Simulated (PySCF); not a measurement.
**Sulfur: a sound run and one with changed settings**

Sound run: S⁺ [Ne] 3s2 3p3, S²⁺ [Ne] 3s2 3p2. Computed with PySCF 2.14 in def2-SVP (4s3p1d, 18 functions), with the non-relativistic Hamiltonian (point nucleus). In the sound run the correlated levels freeze [Ne]. The sound run starts from symmetry-adapted Hartree-Fock orbitals and uses a fine grid where one is needed.

Changed run: scalar relativity by spin-free X2C-1e. This setting is unsound on purpose.

```tsv
species	method	sound run (hartree)	changed run (hartree)	converged
S⁺	UHF	-397.02866	-397.99382	yes
S⁺	M06-2X	-397.58113	-398.54592	yes
S⁺	r2SCAN	-397.56871	-398.53327	yes
S⁺	MP2	-397.09698	-398.06216	yes
S⁺	CCSD(T)	-397.11630	-398.08143	yes
S²⁺	UHF	-396.19036	-397.15529	yes
S²⁺	M06-2X	-396.72586	-397.69054	yes
S²⁺	r2SCAN	-396.70168	-397.66607	yes
S²⁺	MP2	-396.24436	-397.20928	yes
S²⁺	CCSD(T)	-396.26683	-397.23166	yes
```

Ionisation energy of S⁺:

| method | sound run (eV) | changed run (eV) |
| --- | --- | --- |
| UHF | 22.811 | 22.818 |
| M06-2X | 23.273 | 23.276 |
| r2SCAN | 23.593 | 23.598 |
| MP2 | 23.201 | 23.208 |
| SCS-MP2 | 23.050 | 23.056 |
| CCSD | 23.114 | 23.122 |
| CCSD(T) | 23.115 | 23.123 |

Most of the change in total energy is the relativistic energy itself. On top of that the contraction fixes the core shape for the Hamiltonian it was made with, so the changed run is not a good calculation with the other Hamiltonian either.

For comparison, NIST gives 23.338 eV between the lowest levels.
